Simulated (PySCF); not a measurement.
# Chromium: highly charged ions in a basis for the neutral atom

Cr¹⁷⁺ [He] 2s2 2p3, Cr¹⁸⁺ [He] 2s2 2p2. Calculation: PySCF 2.14, in jorge-DZP-DKH (8s6p2d1f, 43 functions); the spin-free X2C one-electron Hamiltonian (Gaussian nucleus). No spin-orbit coupling, so a gap to NIST mixes the basis error with missing relativistic terms.

Changed run: basis of the neutral atom used for a highly charged ion. This setting is unsound on purpose.

```csv
species,method,sound run (hartree),changed run (hartree),converged
Cr¹⁷⁺,UHF,not run,-842.26807,yes
Cr¹⁷⁺,r2SCAN,not run,-842.45732,yes
Cr¹⁷⁺,BP86,not run,-842.55325,yes
Cr¹⁸⁺,UHF,not run,-794.38886,yes
Cr¹⁸⁺,r2SCAN,not run,-794.54759,yes
Cr¹⁸⁺,BP86,not run,-794.70430,yes
```

Ionisation energy of Cr¹⁷⁺:

| method | changed run (eV) | NIST (eV) |
| --- | --- | --- |
| UHF | 1302.9 | 1294.8 ± 1.6 |
| r2SCAN | 1303.7 | 1294.8 ± 1.6 |
| BP86 | 1302.0 | 1294.8 ± 1.6 |

The contracted functions were made for the neutral atom and can be too rigid for a highly charged ion.
